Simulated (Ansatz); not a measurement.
Consider the redistribution: `[CH3][SnH]([OH])[F]` + `CC(C)(C)[NH][In]([F])[F]` → `[CH3][SnH]([F])[NH]C(C)(C)C` + `[OH][In]([F])[F]`.

Isolated molecules relaxed with PBE0-D4/def2-TZVP in Ansatz; ΔE leaves out vibrations. CCSD(T)/CBS is the MP2 limit (def2-TZVPP, def2-QZVPP) plus CCSD(T) − MP2 in def2-TZVPP, frozen cores. DFT in def2-TZVPP. Elements past krypton have def2 core potentials. For In, Sn outer-core shells are correlated without core-valence functions, which leaves a few kJ/mol of doubt a bond. Each species was taken in one conformer, which may not be the lowest.

Task: Is it downhill or uphill in electronic energy at CCSD(T)/CBS, and by how much? (An estimate is asked.)

Result: Computed: Uphill: ΔE = +29.4 kJ/mol.

Task: What do these levels give: LDA (SPW92), BLYP-D4, r2SCAN, CAM-B3LYP, CCSD(T)/def2-TZVPP, HF/CBS(def2)? (Estimate.)

Result: The calculation gave: LDA (SPW92) 36.3, BLYP-D4 30.5, r2SCAN 32.8, CAM-B3LYP 33.7, CCSD(T)/def2-TZVPP 28.0, HF/CBS(def2) 28.3 kJ/mol.

Largest T1 diagnostic among the species: 0.018.

Leaving LDA and LC-ωPBE aside and taking each functional with its dispersion term where it has one, the values, not all of them listed here, spread over 6.1 kJ/mol, from revPBE-D4 to B2PLYP. LDA lies +3.2 kJ/mol from PBE without D4. The D4 term adds −4.2 kJ/mol with B3LYP and −2.8 kJ/mol with PBE0; it sums over pairs of atoms, weighted by their polarisabilities, and B3LYP, whose exchange is more repulsive, gets the larger term.

B3LYP here is the variant with VWN-RPA as its local correlation; programs differ in this.
